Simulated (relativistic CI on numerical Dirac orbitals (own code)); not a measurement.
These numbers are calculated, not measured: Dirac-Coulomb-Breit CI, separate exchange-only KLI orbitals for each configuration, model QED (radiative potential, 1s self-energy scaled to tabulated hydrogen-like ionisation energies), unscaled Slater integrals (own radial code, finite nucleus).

CI space (outside the closed core [Ne]): 3s2.3p5, 3s.3p6, 3s2.3p4.3d, 3s.3p5.3d, 3p6.3d, 3s.3p4.3d2, 3s2.3p4.4s, 3s2.3p4.4p, 3s2.3p3.3d.4p, 3p6.4s, 3p6.4p, 3s2.3p4.4d, 3s.3p4.3d.4s, 3s.3p5.4s, 3s2.3p4.4f, 3s.3p5.4p, 3s2.3p4.5s, 3s.3p5.4d, 3s2.3p4.5p, 3p5.3d.4p, 3s2.3p4.5d, 3s2.3p3.4s.4p, 3s.3p5.4f, 3s2.3p4.5f, 3s2.3p4.5g, 3s2.3p4.6s, 3s2.3p4.6p, 3s.3p4.4s2, 3s.3p5.5s, 3s2.3p3.3d2, 3s2.3p2.3d3, 3s.3p3.3d3, 3s2.3p2.3d2.4s, 3s2.3p2.3d2.4p, 3s2.3p2.3d2.4d, 3p5.3d2, 3p4.3d3, 3p4.3d2.4s, 3p4.3d2.4p, 3p4.3d2.4d, 3s2.3p3.3d.4s, 3s.3p3.3d2.4s, 3s2.3p2.3d.4s2, 3s2.3p2.3d.4s.4p, 3s2.3p2.3d.4s.4d, 3p5.3d.4s, 3p4.3d.4s2, 3p4.3d.4s.4p, 3p4.3d.4s.4d, 3s2.3p3.4s2, 3s.3p3.3d.4s2, 3s2.3p2.4s2.4p, 3s2.3p2.4s2.4d, 3s2.3p3.4p2, 3s2.3p2.3d.4p2, 3s.3p3.3d.4p2, 3s2.3p2.4s.4p2, 3s2.3p2.4p3, 3s2.3p2.4p2.4d. Double excitations out of closed p, d and f shells are left out; levels of such configurations are missing from the list, as are those of other unlisted configurations, and high levels can miss mixing partners. These lack a partner that the ground configuration has and come out too high: 3s2.3p4.4f, 3s.3p5.4p, 3s2.3p4.5s, 3s.3p5.4d, 3s2.3p4.5p.

At this charge energies of transitions that change n are usually good to better than 1 %, and those within a shell (Δn = 0) to a few per cent.

Outline of the computed level scheme of Co XI. Lowest level of each configuration: 3s2.3p5 2P°_3/2 at 0.000 eV; 3s.3p6 2S_1/2 at 38.736 eV; 3s2.3p4.3d 4D_5/2 at 52.148 eV; 3s.3p5.3d 4P°_1/2 at 89.383 eV.

Some strong electric-dipole decays among the lowest 45 levels: 3s2.3p4.3d 2D_5/2 → 3s2.3p5 2P°_3/2 (2.1e+11 s⁻¹); 3s2.3p4.3d 2D_3/2 → 3s2.3p5 2P°_1/2 (2.0e+11 s⁻¹); 3s2.3p4.3d 2P_3/2 → 3s2.3p5 2P°_3/2 (1.8e+11 s⁻¹); 3s2.3p4.3d 2S_1/2 → 3s2.3p5 2P°_3/2 (1.5e+11 s⁻¹); 3s2.3p4.3d 2P_1/2 → 3s2.3p5 2P°_1/2 (1.3e+11 s⁻¹); 3s2.3p4.3d 2P_1/2 → 3s2.3p5 2P°_3/2 (4.6e+10 s⁻¹); 3s2.3p4.3d 2S_1/2 → 3s2.3p5 2P°_1/2 (4.5e+10 s⁻¹); 3s2.3p4.3d 2D_3/2 → 3s2.3p5 2P°_3/2 (6.3e+09 s⁻¹).

LS names give the leading component of a level, which can be under half, so a name can repeat, a term be missing and a line seem to break the LS rules.
